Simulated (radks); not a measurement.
Task: The mean radii <r> (bohr) of the occupied orbitals of an atom or ion are listed with their occupations. All-electron calculation, Dirac Kohn-Sham, BLYP, spin-unpolarised, spherical densities, point nucleus. Program: a radial shooting solver on a logarithmic mesh with Libxc functionals.

orbital  occ.      <r>
1s1/2       2  0.02842
2s1/2       2   0.1222
2p1/2       2   0.1032
2p3/2       4   0.1087
3s1/2       2   0.3303
3p1/2       2   0.3208
3p3/2       4   0.3322
3d3/2       4   0.3033
3d5/2       6   0.3069
4s1/2       2   0.7891
4p1/2       2   0.8292
4p3/2       4   0.8577
4d3/2       4   0.9970
4d5/2       6    1.008

Name the element and its charge. Open shells, if any, fill j = l - 1/2 first.

Result: Z = 51, antimony, charge +5: Sb5+ in [Kr] 4d10. The 1s radius gives Z: for a bare nucleus <r> = (2 gamma + 1)/(2Z) with gamma = sqrt(1 - (Z/c)^2), 0.028 bohr for Z = 51, and screening makes it slightly larger (0.02842 here). The occupations add up to 46, and the charge is Z minus that.
